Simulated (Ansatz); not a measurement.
Basis-set extrapolation for C2H10Si3, SMILES `C[Si@H]1C[Si@@H]1[SiH3]` (PBE0-D4/def2-TZVP geometry, frozen core, Ansatz). Multiplicity 1, RHF reference.

```tsv
	def2-TZVPP	def2-QZVPP
HF	-948.347988	-948.378046
MP2 correlation	-0.739873	-0.788874
CCSD(T) correlation	-0.846919	not run
```

Energies in hartree. Use E(X) = E(∞) + A·exp(−7.88·√X) for Hartree–Fock and E(X) = E(∞) + B·X^(−2.97) for correlation, with X = 3 and 4, and add CCSD(T) minus MP2 of the smaller set to the MP2 limit.

Question: What is the CCSD(T) energy at the basis-set limit?

Answer: HF limit: -948.378046 + (-0.030058) × 0.13774 = -948.38219. MP2 limit: -0.788874 + (-0.049001) × 0.74074 = -0.82517. Higher-order term: -0.846919 − (-0.739873) = -0.10705. Total: -949.31441 hartree, 313.8 kJ/mol below CCSD(T)/def2-TZVPP.
